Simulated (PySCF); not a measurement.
**Computed structure and properties of Eu(OH)3**

System: Eu(OH)3 (singlet in the valence; each metal's 4f electrons, 6 of them, lie in its core potential, out of spins and levels); start: template (C3v). Method: PySCF 2.14.0, RKS PBE0, Eu lcecp-1-SVP with ECP52, O def2-SVP, H def2-SVP; non-relativistic Hamiltonian with scalar-relativistic core potentials where named; density fitting; no spin-orbit coupling.

Input of the relaxation:

```python
mol = gto.M(atom='''
Eu    -0.00000    -0.00000    -0.00519
O      2.18679     0.00001    -0.00519
H      3.08677     0.00002     0.34481
O     -1.09340     1.89381    -0.00519
H     -1.54340     2.67322     0.34481
O     -1.09338    -1.89382    -0.00519
H     -1.54337    -2.67323     0.34481''',
    basis={'Eu': 'lcecp-1-SVP', 'O': 'def2-SVP', 'H': 'def2-SVP'},
    ecp={'Eu': 'lcecp-1-SVP'},
    charge=0, spin=0)
mf = dft.RKS(mol, xc='PBE0')
mf.grids.atom_grid = (50, 194)  # f atoms: unpruned, at least (60, 302)
mf = mf.density_fit()  # fitting sets: Eu AutoAux, O def2-universal-JKFIT, H def2-universal-JKFIT
mf.conv_tol = 1e-08; mf.max_cycle = 55
mf.kernel(dm0)  # dm0: converged density of the start geometry
# quasi-Newton relaxation in Cartesian coordinates to a largest gradient under 0.00045 Eh/bohr, steps kept in the point group
```

Run from Python with OMP_NUM_THREADS=2; the lines above give its settings. Where DIIS fails, smearing, a level shift and second-order steps follow.
It took 48 s on 2 threads of Arm Neoverse V1, with other jobs on the host, from the converged density of the start.

Course of the relaxation:

| step | energy above end (eV) | largest force component within the symmetry (eV/Å) |
| --- | --- | --- |
| 0 | 0.4208 | 1.393 |
| 1 | 0.1525 | 0.769 |
| 2 | 0.0567 | 0.475 |
| 3 | 0.0199 | 0.476 |
| 4 | 0.0120 | 0.080 |
| 5 | 0.0095 | 0.121 |
| 6 | 0.0086 | 0.109 |
| 7 | 0.0048 | 0.110 |
| 8 | 0.0028 | 0.131 |
| 9 | 0.0015 | 0.088 |
| 10 | 0.0011 | 0.033 |
| 11 | 0.0006 | 0.079 |
| 12 | 0.0001 | 0.015 |
| 13 | 0.0000 | 0.017 |
| 14 | 0.0000 | 0.020 |

Relaxed geometry (C3v):

```xyz
7

Eu    0.0000    0.0000    0.0324
O     2.0809    0.0000    0.1265
H     3.0345    0.0000    0.2006
O    -1.0405    1.8021    0.1265
H    -1.5173    2.6279    0.2006
O    -1.0405   -1.8021    0.1265
H    -1.5172   -2.6279    0.2006
```

```
    contact      Å
Eu1–O2 (OH)  2.083
Eu1–O4 (OH)  2.083
Eu1–O6 (OH)  2.083
```

On the finer grid (75, 302):

* HOMO: -7.58 eV
* LUMO: -1.28 eV
* Dipole about the centre of mass: 0.35 D
* Set of Mulliken populations of Eu1 outside the core potential: s 2.13, p 6.32, d 1.36, f 0.11
* D3(BJ) dispersion energy (not in the energies): -0.080 eV

```csv
atom,Mulliken (e),Löwdin (e),spin (e)
Eu1,1.09,0.72,0.00
O2,-0.54,-0.32,0.00
H3,0.17,0.08,0.00
O4,-0.54,-0.32,0.00
H5,0.17,0.08,0.00
O6,-0.54,-0.32,0.00
H7,0.17,0.08,0.00
```

The 4f levels lie in the core potential and are missing. Their spin isn't counted.

On the grid (50, 194), as all that follows. Harmonic modes: a minimum within the noise of the softest modes; lowest 35 cm⁻¹ (negative: unstable), highest 4008 cm⁻¹, zero-point energy 1.031 eV.

Taking off one OH (charge -1, singlet; the rest: singlet) in vacuum, both parts rigid, costs 11.05 eV; the small basis without counterpoise inflates it. Most of it is the attraction of opposite charges; other ways to part are cheaper, and one spin state was tried for the rest.

Rigid scan of OH along the line from its metal:

(distance to O2 (Å), energy (eV)): (1.78, 1.384), (1.88, 0.528), (1.98, 0.114), (2.08, 0.000), (2.18, 0.087), (2.28, 0.303), (2.48, 0.942), (2.78, 2.050), (3.18, 3.397), (3.68, 4.674)

One start shape was tried, so this needn't be the lowest isomer.

An lcecp potential fixes the number of 4f electrons, so in runs with it no electron can move into or out of that shell.
